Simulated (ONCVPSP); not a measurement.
## Before and after: ONCV potential for tin (Sn)

tin, optimised norm-conserving Vanderbilt (ONCV), made with ONCVPSP 4.0.1 (LDA (Perdew-Zunger), scalar-relativistic). Core [Kr], reference 4d10 5s2 5p1 (charge +1). Waves: 5s: rc 1.65 bohr, ncon 3, nbas 6, qcut 3.4 1/bohr, 2 projectors, debl 2.7 Ha; 5p: rc 2.55 bohr, ncon 3, nbas 8, qcut 3 1/bohr, 2 projectors, debl 3.7 Ha; 4d: rc 1.20 bohr, ncon 4, nbas 8, qcut 13.2 1/bohr, 2 projectors, debl 2.9 Ha; f scattering state at 0.03 Ha: rc 2.15 bohr, ncon 4, nbas 7, qcut 5.7 1/bohr, 1 projector. Local part: polynomial inside 1.00 bohr (lpopt 1, dvloc0 0 Ha). Core correction: Teter function, fcfact 2.5, rcfact 1.65.

Change: d: qcut 17.2.

Cutoffs: the cutoffs (Ha) at which the residual kinetic energy of the hardest occupied pseudo-wave falls to 1 and 0.1 mHa per electron; they do not see the model core or the augmentation charge, which bear on the density cutoff. Errors are all-electron minus pseudo energies relative to the spin-unpolarised reference configuration.

Problem. Predict the effect on cutoff, ghosts and configuration errors.

Solution. The potential gets harder (49 Ha and 59 Ha → 73 Ha and 97 Ha); both files keep a bound ghost (s); the errors of the 4 common tests hardly move. The waves are optimised to have the least kinetic energy above qcut, so the cutoff follows it (qcut²/2 in Ha).

| quantity | base | changed |
| --- | --- | --- |
| cutoff, loose | 49 Ha | 73 Ha |
| cutoff, tight | 59 Ha | 97 Ha |
| loose cutoff by channel | s 7.0 Ha, p 3.4 Ha, d 49 Ha | s 7.0 Ha, p 3.4 Ha, d 73 Ha |
| bound ghosts | s | s |
| GHOST(+) flags under 300 eV | p at 38.9 eV | p at 38.9 eV |
| error for 4d10 5s2 5p2, meV [ΔE -7.10 eV] | +0.2 | +0.2 |
| error for 4d10 5s2 5p0, meV [ΔE 14.26 eV] | -8.8 | -8.8 |
| error for 4d10 5s1 5p0, meV [ΔE 45.71 eV] | -41 | -41 |
| error for 4d10 5s1 5p3, meV [ΔE -0.02 eV] | +0.5 | +0.5 |
| s: phases at 1.68 bohr within 0.05 rad from the reference energy up to (Ha; the scan ends near 5) | 4.7 | 4.7 |
| p: phases at 2.60 bohr within 0.05 rad from the reference energy up to (Ha; the scan ends near 5) | 1.1 | 1.1 |
| d: phases at 1.22 bohr within 0.05 rad from the reference energy up to (Ha; the scan ends near 5) | to the end of the scan | to the end of the scan |
| f: phases at 2.18 bohr within 0.05 rad from the reference energy up to (Ha; the scan ends near 5) | 1.2 | 1.2 |
| rms error of d²Exc/dni dnj with the model core, mHa | 0.94 | 0.98 |

 A true bound ghost makes a file unfit for plane-wave use even where its test errors are small: the radial tests pick states by their node count and pass the ghost by.
